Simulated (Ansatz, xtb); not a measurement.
Relative energy of two isomers of C5H6NOP

Structure a is `NC1=CC(O)=CP=C1`, a singlet and structure b is `NC1=C(O)C=CP=C1`, a singlet. Both are isolated molecules in the gas phase, relaxed with PBE-D3(BJ)/def2-SVP; the shapes shown needn't be the lowest conformers.

a (Å):

```xyz
14

C    -0.0890   -0.2780    1.7011
C     0.5792   -0.8569    0.5954
C    -0.7623    0.9052   -0.9359
C    -1.3268    1.3468    0.2763
C    -1.0082    0.7852    1.5258
N     0.1872   -0.7220    2.9837
O    -2.2249    2.3705    0.1914
P     0.3989   -0.3823   -1.0689
H     0.6272   -1.6375    3.0699
H    -0.4965   -0.5180    3.7124
H     1.2845   -1.6808    0.8002
H    -1.0891    1.4195   -1.8535
H    -2.5354    2.5850    1.0911
H    -1.4980    1.2023    2.4234
```

b (Å):

```xyz
14

C    -1.1042   -0.1845    1.0709
C    -1.2528   -0.0516   -0.3095
C     0.7283    1.7414   -0.1498
C     0.7354    1.4790    1.2197
C    -0.1418    0.5529    1.8226
N    -1.8884   -1.0701    1.9062
O    -0.0960    0.3331    3.1460
P    -0.3218    1.0102   -1.3578
H    -1.7967   -2.0479    1.6015
H    -2.8893   -0.8396    1.8561
H    -2.0294   -0.6712   -0.7930
H     1.4536    2.4831   -0.5270
H     1.4430    1.9988    1.8860
H    -0.8173   -0.3577    3.2576
```

Task: Estimate which is lower in electronic energy at CCSD(T)/def2-SVP + ΔMP2/def2-TZVPP, and by roughly how much.

Result: CCSD(T)/def2-SVP + ΔMP2/def2-TZVPP gives E(b) − E(a) = +3.97 kJ/mol, slightly favouring structure a, which is too small a margin to settle the true order.

The same difference at several levels:

```json
{"level": "PBE-D3(BJ)/def2-SVP", "geometry": "PBE-D3(BJ)/def2-SVP", "E(b) − E(a) (kJ/mol)": "−1.77", "departure from the last row (kJ/mol)": "−5.74", "job, with rough time for the two": "optimisation, 1.9 min"}
{"level": "HF/def2-SVP", "geometry": "PBE-D3(BJ)/def2-SVP", "E(b) − E(a) (kJ/mol)": "+14.99", "departure from the last row (kJ/mol)": "+11.02", "job, with rough time for the two": "part of the CCSD(T) run"}
{"level": "MP2/def2-SVP", "geometry": "PBE-D3(BJ)/def2-SVP", "E(b) − E(a) (kJ/mol)": "−5.15", "departure from the last row (kJ/mol)": "−9.12", "job, with rough time for the two": "part of the CCSD(T) run"}
{"level": "CCSD(T)/def2-SVP", "geometry": "PBE-D3(BJ)/def2-SVP", "E(b) − E(a) (kJ/mol)": "−4.07", "departure from the last row (kJ/mol)": "−8.04", "job, with rough time for the two": "single point"}
{"level": "CCSD(T)/def2-SVP + ΔMP2/def2-TZVPP", "geometry": "PBE-D3(BJ)/def2-SVP", "E(b) − E(a) (kJ/mol)": "+3.97", "departure from the last row (kJ/mol)": "", "job, with rough time for the two": "single point, 2.9 min"}
```

As drawn, both hold the same kinds of bond in the same numbers.

The largest departure from CCSD(T)/def2-SVP + ΔMP2/def2-TZVPP is that of HF/def2-SVP, 11.02 kJ/mol. No reliable frequencies are at hand for b, so it isn't confirmed as a minimum. Levels run at GFN2-xTB geometries aren't shown. The last row adds to CCSD(T) the change of the MP2 difference between the two basis sets, here +8.04 kJ/mol.

The correlated steps freeze 12 core orbitals. Run with Ansatz 0.2.0, xtb 6.7.1; the last row on 2 threads of Arm Neoverse V2 on a shared host.
